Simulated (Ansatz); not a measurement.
Reaction (formal exchange of groups at a B–B bond): `SBBCl` + `C[SiH2]O` → `O[SiH2]CBS` + `BCl`

Program: Ansatz. Geometries: PBE0-D4/def2-TZVP. ΔE: electronic, gas phase. CBS: MP2 limit from def2 TZ/QZ plus the TZ coupled-cluster correction, frozen cores. This one scheme is used for every species. Each species was taken in one conformer, which may not be the lowest.

```
     species  SCS-MP2/def2-TZVPP energy (Eh)
     `SBBCl`                      -908.79263
  `C[SiH2]O`                      -405.83320
`O[SiH2]CBS`                      -828.94951
       `BCl`                      -485.68855
```

Q: Work out ΔE.

A: ΔE = (-828.94951) + (-485.68855) − (-908.79263) − (-405.83320) = -0.01223 Eh = -32.1 kJ/mol. CCSD(T)/CBS gives -27.3 kJ/mol.

Largest T1 diagnostic among the species: 0.015.

From PBE to PBE0 (25 % exact exchange), in def2-TZVPP and without D4, ΔE moves by −3.2 kJ/mol. The D4 term adds −4.8 kJ/mol with B3LYP and −2.8 kJ/mol with PBE0; it sums over pairs of atoms, weighted by their polarisabilities, and B3LYP, whose exchange is more repulsive, gets the larger term.

B3LYP here is the variant with VWN-RPA as its local correlation; programs differ in this.
